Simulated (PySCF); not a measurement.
**Polarisability and C₆ of P³⁺ (phosphorus, charge +3)**

[Ne] 3s2, closed-shell 1S. All numbers are calculated (PySCF 2.14, the spin-free X2C one-electron Hamiltonian (Gaussian nucleus), in aug-cc-pCVTZ-DK with one added diffuse shell each of s, p, d, f type (9s8p6d4f, 91 functions)). Coupled (time-dependent) response in atomic units; α is the mean over directions.

```csv
method,mean α (bohr³),C₆ (like pair),S(−4)
UHF,7.078,18.46,31.13
PBE,6.615,16.60,27.67
PBE0,6.758,17.16,28.78
LC-wPBE,6.813,17.31,29.45
TPSS,6.934,17.92,29.95
```

S(−4) is the Cauchy moment in α(ω) = α(0) + S(−4) ω² + …

α(iu) at PBE0:

```json
{"u (hartree)": "0", "α(iu) (bohr³)": "6.758"}
{"u (hartree)": "0.0500", "α(iu) (bohr³)": "6.687"}
{"u (hartree)": "0.100", "α(iu) (bohr³)": "6.483"}
{"u (hartree)": "0.200", "α(iu) (bohr³)": "5.779"}
{"u (hartree)": "0.300", "α(iu) (bohr³)": "4.900"}
{"u (hartree)": "0.500", "α(iu) (bohr³)": "3.322"}
{"u (hartree)": "0.750", "α(iu) (bohr³)": "2.076"}
{"u (hartree)": "1.00", "α(iu) (bohr³)": "1.392"}
{"u (hartree)": "1.50", "α(iu) (bohr³)": "0.7586"}
{"u (hartree)": "2.00", "α(iu) (bohr³)": "0.4924"}
{"u (hartree)": "3.00", "α(iu) (bohr³)": "0.2760"}
{"u (hartree)": "5.00", "α(iu) (bohr³)": "0.1418"}
```

For an ion, C₆ is the dispersion term alone; charge-induced terms of lower order in 1/R come first.
